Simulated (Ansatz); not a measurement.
Reaction (ligand exchange at a Ti–Cl bond): `C[O][Ti]([F])([Cl])[SeH]` + H–F → `C[O][Ti]([F])([F])[SeH]` + HCl

Computed with Ansatz on PBE0-D4/def2-TZVP structures; ΔE is electronic, products minus reactants. CBS: MP2 limit from def2 TZ/QZ plus the TZ coupled-cluster correction, frozen cores. This one scheme is used for every species. DFT in def2-TZVPP. B3LYP here is the variant with VWN-RPA as its local correlation; programs differ in this. For Se, Ti outer-core shells are correlated without core-valence functions, which leaves a few kJ/mol of doubt a bond. Scalar relativity is left out up to krypton. Each species was taken in one conformer, which may not be the lowest.

CCSD(T)/CBS gives -4.4 kJ/mol.

Q: Another level gave -11.6 kJ/mol. Which?
A. PBE0-D4/def2-TZVPP
B. MP2/def2-TZVPP
C. B3LYP-D4/def2-TZVPP
D. ωB97X-V/def2-TZVPP

A: A. PBE0-D4 -11.6, B3LYP-D4 -15.9, MP2/def2-TZVPP 1.6, ωB97X-V -24.2 kJ/mol.

Largest T1 diagnostic among the species: 0.023, so the coupled-cluster value is less sure than usual.

From PBE to PBE0 (25 % exact exchange), in def2-TZVPP and without D4, ΔE moves by +4.5 kJ/mol. The D4 term adds +6.7 kJ/mol with B3LYP and +3.7 kJ/mol with PBE0; it sums over pairs of atoms, weighted by their polarisabilities, and B3LYP, whose exchange is more repulsive, gets the larger term. In def2-TZVPP, CCSD(T) changes the Hartree–Fock value by +13.9 kJ/mol (the triples alone add +6.6 kJ/mol) and MP2 by +26.4 kJ/mol.
